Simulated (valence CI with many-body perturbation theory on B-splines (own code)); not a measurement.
**From CI to CI+MBPT in Dy XVII**

Computed by configuration interaction combined with many-body perturbation theory (CI+MBPT): four valence electrons over a frozen Dirac-Fock core [Kr] 4d10, a basis of 8 s, 8 p, 9 d, 9 f, 6 g, 3 h, 2 i functions for each j, with the one-electron correlation potential Σ1, the two-electron term Σ2, the three-electron term Σ3, Breit, model QED; selected CI, second order for the rest, scaled by the run's own slope (own B-spline code, finite nucleus).

No measured spectrum was set against this ion. As an estimate, terms of the open shell hold to a few per cent of their energy, and close levels can change places. Core correlation moves these levels by up to 3400 cm⁻¹, and in measured spectra 5 to 20 % of such shifts remained as error; rates that hang on mixing are uncertain with them. Only levels of the ground parity were solved; by the run's estimate the other parity begins above the list, which can be wrong where configurations are misplaced.

Each rung adds one term. CI alone is the Dirac-Coulomb CI over the frozen core; QED comes last and gives the full result, which names the levels. Energies are above 4f⁴ ⁵I_4 on the same rung, in cm⁻¹.

Names give the largest LS component (configuration and term), which can be under half, so a name can repeat, a term be missing and a line seem to break the LS rules; names also repeat where a configuration has a term twice. Letters in brackets count levels of one name in rising energy.

```tsv
Level	CI alone	+ Σ1	+ Σ2	+ Σ3	+ Breit	Full
4f⁴ ⁵I_5	4210	4454	4834	4852	4420	4446
4f⁴ ⁵I_6	8610	9077	9784	9807	8921	8969
4f⁴ ⁵I_7	13038	13698	14665	14677	13345	13411
4f⁴ ⁵I_8	17425	18244	19414	19401	17636	17716
4f⁴ ⁵F_1	24925	25261	24270	24690	24623	24645
4f⁴ ⁵F_2	25624	25916	24827	25217	25181	25196
4f⁴ ⁵F_3	28226	28703	27895	28291	27905	27940
4f⁴ ⁵F_4 [a]	29630	29970	29320	29456	29184	29205
4f⁴ ⁵S_2	30390	30940	30227	29729	29302	29345
4f⁴ ³K_6	32374	32891	33030	32591	31819	31857
4f⁴ ⁵F_5	33960	34663	34242	34580	33728	33786
4f⁴ ⁵G_2	35313	35610	33565	33892	33906	33917
4f⁴ ⁵F_4 [b]	34132	34689	34456	34477	34018	34056
4f⁴ ³K_7	35423	36006	35916	35581	34593	34635
4f⁴ ⁵G_3	35889	36255	34904	35186	35078	35096
4f⁴ ³K_8	39036	39693	39498	39247	37985	38032
4f⁴ ³H_5 [a]	40235	40991	41009	40967	40157	40214
4f⁴ ⁵G_4	41789	42497	41658	41720	41123	41175
4f⁴ ³G_3 [a]	42785	43489	43139	43417	42886	42936
4f⁴ ³D_2	43258	43867	43754	43903	43594	43632
4f⁴ ⁵G_5	46599	47533	47150	47084	46069	46143
4f⁴ ³L_7	46820	47690	47678	47414	46129	46200
4f⁴ ³P_1	46186	46906	47122	46998	46571	46621
4f⁴ ⁵G_6	47259	48229	48023	48070	46851	46929
4f⁴ ³M_8	49479	50398	49992	50002	48456	48531
4f⁴ ³L_8	50329	51072	50568	50277	48880	48934
4f⁴ ³L_9	51299	52146	51245	51291	49614	49676
4f⁴ ¹D_2 [a]	49930	50605	50818	50373	50029	50070
4f⁴ ³P_0	50021	50834	51327	50769	50146	50205
4f⁴ ³G_4 [a]	49982	51008	51474	51250	50358	50433
4f⁴ ³D_3	49903	50760	50881	51158	50510	50570
```

Task: How does the ionisation energy move along the ladder, and which term matters most?

Result: CI alone 347.76, + Σ1 350.71, + Σ2 357.28, + Σ3 357.31, + Breit 357.35, + QED 357.38 eV. The largest step is Σ2, 6.57 eV. NIST lists 366 ± 19 eV (theoretical).
